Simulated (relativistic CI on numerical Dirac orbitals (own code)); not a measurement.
## Hyperfine structure of Kr22+, mass number 85

Method of calculation: Dirac-Coulomb-Breit CI, separate exchange-only KLI orbitals for each configuration, model QED, unscaled Slater integrals (own radial code, finite nucleus).

Configurations in the expansion (outside the closed core [Ne]): 3s2 3p2, 3s 3p3, 3s2 3p 3d, 3p4, 3s 3p2 3d, 3p3 3d, 3s 3p 3d2, 3s2 3d 4p, 3p3 4s, 3s2 3p 4s, 3s 3p 3d 4s, 3p3 4p, 3s2 3p 4p, 3s2 3d2, 3s 3d3, 3p2 3d2, 3p 3d3, 3p 3d2 4s, 3p 3d2 4p, 3s2 3d 4s, 3s 3d2 4s. Double excitations out of closed p, d and f shells are left out; levels of such configurations are missing from the list, as are those of other unlisted configurations, and high levels can miss mixing partners.

Nuclear spin I = 9/2, μ = -1.0055 μN, Q = 0.443 b (tables of Stone and Pyykkö). The electronic factors are computed for point nuclear moments, without core polarisation or the Bohr-Weisskopf and QED corrections.

```json
{"Level": "3s2 3p2 3P_1", "E (cm⁻¹)": "67583", "A (MHz)": "330.1", "B (MHz)": "6720"}
{"Level": "3s2 3p2 3P_2", "E (cm⁻¹)": "94813", "A (MHz)": "-7197", "B (MHz)": "1740"}
{"Level": "3s2 3p2 1D_2", "E (cm⁻¹)": "186336", "A (MHz)": "-4480", "B (MHz)": "11600"}
{"Level": "3s 3p3 5S°_2", "E (cm⁻¹)": "463263", "A (MHz)": "-17520", "B (MHz)": "1470"}
{"Level": "3s 3p3 3D°_1", "E (cm⁻¹)": "574283", "A (MHz)": "8461", "B (MHz)": "10000"}
{"Level": "3s 3p3 3D°_2", "E (cm⁻¹)": "582608", "A (MHz)": "-11760", "B (MHz)": "15100"}
{"Level": "3s 3p3 3D°_3", "E (cm⁻¹)": "609272", "A (MHz)": "-15540", "B (MHz)": "-1610"}
{"Level": "3s 3p3 3P°_1", "E (cm⁻¹)": "681842", "A (MHz)": "-18480", "B (MHz)": "-10600"}
```

Levels with J = 0, under 50 % of one LS term, or S terms without an open s electron are left out. Small factors come from cancelling terms and can be off by tens of per cent or more.

At this charge energies of transitions that change n are usually good to better than 1 %, and those within a shell (Δn = 0) to a few per cent.

Task: Give the hyperfine levels of 3s2 3p2 3P_2 relative to its centre of gravity.

Result: With K = F(F + 1) − I(I + 1) − J(J + 1), E = AK/2 + B[¾K(K + 1) − I(I + 1)J(J + 1)]/[2I(2I − 1)J(2J − 1)]: F = 5/2: 79970, F = 7/2: 54020, F = 9/2: 21080, F = 11/2: -18500, F = 13/2: -64340 MHz.

LS names give the leading component of a level, which can be under half, so a name can repeat, a term be missing and a line seem to break the LS rules.
